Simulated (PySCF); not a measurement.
One of the candidates below gave these computed data.

All candidates are C2H10N2OSi2.

| technique | computed result |
| --- | --- |
| Rotational structure | rotational constants A, B, C: 2.351, 1.617, 1.253 GHz [GFN2-xTB] |
| Triplet | lowest triplet excitation (Tamm–Dancoff): 6.10 eV [TDA wB97X-D/def2-SVPD] |
| 1H NMR | chemical shifts (computed TMS as zero) by class: 5.23 (1 H), 5.02 (1 H), 1.85 (1 H), 1.35 (3 H), 0.95 (2 H), 0.69 (2 H) ppm [GIAO PBE0/pcSseg-1] |
| Dipole | 1.57 D [wB97X-D/def2-SVPD] |
| UV, first state | lowest singlet excitation: 6.59 eV (188 nm, f = 0.092) [TDDFT wB97X-D/def2-SVPD] |
| 13C NMR | chemical shifts (computed TMS as zero) by class: 29.7 (1 C), 12.2 (1 C) ppm [GIAO PBE0/pcSseg-1] |
| Polarisability | 88.3 au [wB97X-D/def2-SVPD] |

Gas-phase values; electronic properties from PySCF, density fitting. Levels stand in brackets. One conformer (not necessarily the lowest) at the GFN2-xTB geometry, without solvent, vibrations or thermal averaging. NMR classes are plain means over equivalent atoms (diastereotopic ones count apart unless rotation or inversion swaps them), as if these changed places fast.

Problem. Which candidate is it?
A. `C[Si@@H]1NC[Si@H](O)N1`
B. `C[C@H]1[SiH2]O[Si]1(N)N`
C. `[SiH3]O[SiH]1NCCN1`
D. `C[Si@](N)([SiH3])NC=O`

Solution. B. It is `C[C@H]1[SiH2]O[Si]1(N)N`. Numbering: `[CH3:1][C@H:2]1[SiH2:3][O:4][Si:5]1([NH2:6])[NH2:7]`. Its formula, C2H10N2OSi2, gives 1 degree of unsaturation: 1 ring and 0 π bonds in the structure found. 2 carbons fall into 2 classes; from least to most shielded: ring sp3 carbon bound to silicon [C2] (29.7 ppm), methyl carbon [C1] (12.2 ppm). Hydrogen classes from least to most shielded: 1 H on an oxygen-bound silicon, Si3 (5.23 ppm), 1 H on an oxygen-bound silicon, Si3 (5.02 ppm), 1 H on an sp3 carbon bound to silicon, C2 (1.85 ppm), 3 H on a methyl carbon, C1 (1.35 ppm), 2 H on a silicon-bound nitrogen, N6 (0.95 ppm), 2 H on a silicon-bound nitrogen, N7 (0.69 ppm). The optimised geometry has point group C1 and is an asymmetric top.

The others, at the same levels:
- `[SiH3]O[SiH]1NCCN1` fails: it has 1 carbon class against 2; its computed 13C shifts are 45.9 (2 C) ppm, 1H shifts are 5.17 (3 H), 5.03 (1 H), 3.43 (2 H), 3.28 (2 H), 0.52 (2 H) ppm and rotational constant A is 4.716 GHz (against 2.351 GHz).
- `C[Si@@H]1NC[Si@H](O)N1` fails: its computed 13C shifts are 32.8 (1 C), 2.3 (1 C) ppm, 1H shifts are 5.47 (1 H), 4.97 (1 H), 2.65 (1 H), 2.58 (1 H), 1.71 (1 H), 0.74 (1 H), 0.06 (3 H), -0.09 (1 H) ppm and rotational constant A is 3.463 GHz (against 2.351 GHz).
- `C[Si@](N)([SiH3])NC=O` fails: its computed 13C shifts are 168.3 (1 C), 3.1 (1 C) ppm, 1H shifts are 8.30 (1 H), 4.68 (1 H), 3.67 (3 H), 0.33 (3 H), 0.17 (2 H) ppm and rotational constant A is 2.054 GHz (against 2.351 GHz).

Each candidate is one conformer, not necessarily the lowest. Dipoles, sizes and rotational constants follow the conformer. The torsions of the flexible species, by atom-mapped SMILES:
- `[CH3:1][C@H:2]1[SiH2:3][O:4][Si:5]1([NH2:6])[NH2:7]`: H–N6–Si5–O4 -80°, H–N6–Si5–O4 54°, H–N7–Si5–O4 177°, H–N7–Si5–O4 -47°
- `[CH3:1][Si@:2]([NH2:3])([SiH3:4])[NH:5][CH:6]=[O:7]`: C1–Si2–N5–C6 125°, Si2–N5–C6–O7 -1°, H–N3–Si2–C1 174°, H–N3–Si2–C1 -53°

The conformers of `[SiH3]O[SiH]1NCCN1` and `C[Si@@H]1NC[Si@H](O)N1` aren't listed.
